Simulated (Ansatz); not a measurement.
Cost and result for the atomization energy of C₂H₉ClSi₂ (`[SiH3]CC[SiH2]Cl`) (14 atoms, 13 bonds).

Z-matrix (Å, degrees):
```
Si
C 1 1.881
H 1 1.487 2 109.7
H 1 1.487 2 111.4 3 120.3
H 1 1.489 2 110.0 3 -119.7
C 2 1.532 1 115.8 3 172.2
H 2 1.095 1 107.7 3 -64.1
H 2 1.096 1 107.0 3 49.4
Si 6 1.868 2 116.3 1 64.3
H 6 1.096 2 110.3 1 -174.0
H 6 1.098 2 110.8 1 -57.2
Cl 9 2.063 6 109.4 2 50.4
H 9 1.483 6 112.5 2 -68.5
H 9 1.483 6 110.4 2 168.8
```

Total charge 0; spin multiplicity 1. The geometry is a stationary point of PBE0-D4/def2-TZVP. It is one conformer, not always the lowest. Program: Ansatz. All runs use 2 threads of an AMD EPYC 7R13 on a shared host and a share of an NVIDIA H100 80 GB. Times are those of one run each, without the atoms' runs, and a repeat can differ threefold. Electronic energies, without spin–orbit coupling; frozen cores. CCSD(T)/CBS adds CCSD(T) − MP2 in def2-TZVPP to the MP2 limit, and its time is that of the two runs behind it. T1 = 0.010. B3LYP takes the VWN-RPA correlation (the form of Gaussian; ORCA's B3LYP/G).

CCSD(T)/CBS is a level of theory with its own doubt, some kJ/mol a heavy atom from the limit and from the frozen cores, so smaller differences don't rank the functionals.

```
                             level  functions  wall time
                PBE0-D4/def2-TZVPP        314      2.5 s
   PBE-D4/def2-TZVPP (with forces)        314      2.6 s
r2SCAN-D4/def2-TZVPP (with forces)        314      2.9 s
                 B2PLYP/def2-TZVPP        314      3.2 s
 B3LYP-D4/def2-TZVPP (with forces)        314      3.4 s
                ωB97X-V/def2-TZVPP        314        4 s
                    MP2/def2-QZVPP        594      4.3 s
  ωB97M-V/def2-TZVPP (with forces)        314      5.5 s
                CCSD(T)/def2-TZVPP        314        6 s
                 CCSD(T)/CBS(def2)          –       10 s
```

Question: What atomization energy does each give, and how far from CCSD(T)/CBS? (An estimate is asked.)

Answer: Ansatz gave: 
| level | atomization (kcal/mol) | difference from CCSD(T)/CBS | per bond |
| --- | --- | --- | --- |
| PBE0-D4/def2-TZVPP | 1142.3 | -4.3 | -0.3 |
| PBE-D4/def2-TZVPP (with forces) | 1146.9 | 0.3 | 0.0 |
| r2SCAN-D4/def2-TZVPP (with forces) | 1146.5 | -0.1 | 0.0 |
| B2PLYP/def2-TZVPP | 1129.3 | -17.3 | -1.3 |
| B3LYP-D4/def2-TZVPP (with forces) | 1143.2 | -3.4 | -0.3 |
| ωB97X-V/def2-TZVPP | 1151.9 | 5.3 | 0.4 |
| MP2/def2-QZVPP | 1139.9 | -6.7 | -0.5 |
| ωB97M-V/def2-TZVPP (with forces) | 1149.1 | 2.5 | 0.2 |
| CCSD(T)/def2-TZVPP | 1119.2 | -27.4 | -2.1 |
| CCSD(T)/CBS(def2) | 1146.6 | 0.0 | 0.0 |

From PBE to PBE0 (25 % exact exchange), in def2-TZVPP and without D4, the atomization energy moves by −3.4 kcal/mol: exact exchange takes away binding that semilocal exchange gives to molecules. In def2-TZVPP, CCSD(T) changes the Hartree–Fock value by +242.3 kcal/mol (the triples alone add +12.0 kcal/mol) and MP2 by +246.7 kcal/mol; breaking electron pairs costs correlation energy, which Hartree–Fock lacks. The D4 term adds +13.8 kcal/mol with B3LYP and +7.4 kcal/mol with PBE0; it sums over pairs of atoms, weighted by their polarisabilities, and B3LYP, whose exchange is more repulsive, gets the larger term.
